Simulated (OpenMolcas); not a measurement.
A run on Co2+ among 6 point charges of -2.2 e arranged as a trigonal antiprism (D3d), 2.07 Å from the ion, with a polar angle of 50.9° against the regular 54.74°. The active orbitals were held to one l.
```
   0.0000    1.6065    1.3054  -2.20
  -1.3913   -0.8033    1.3054  -2.20
   1.3913   -0.8033    1.3054  -2.20
   0.0000   -1.6065   -1.3054  -2.20
   1.3913    0.8033   -1.3054  -2.20
  -1.3913    0.8033   -1.3054  -2.20
```

- Program: OpenMolcas 26.06
- Method: CASSCF
- Basis: ANO-RCC-VDZP [5s4p2d1f]
- Scalar Hamiltonian: DKH2, point nucleus
- Active space: 7 electrons in 5 orbitals (3d)
- State averaging: 2S+1 = 4 even, 10 roots; 2S+1 = 2 even, 40 roots
- Spin-orbit coupling: state interaction with AMFI integrals over the reference wave functions

34 basis functions. Blocks (2S+1, parity, CSFs, roots kept): 4, even, 10, 10; 2, even, 40, 40.

Task: How long do the RASSCF and RASSI steps take on 1 thread of Arm Neoverse V1, with other jobs on the host?

Result: About 10 s of wall time, without the integral step.
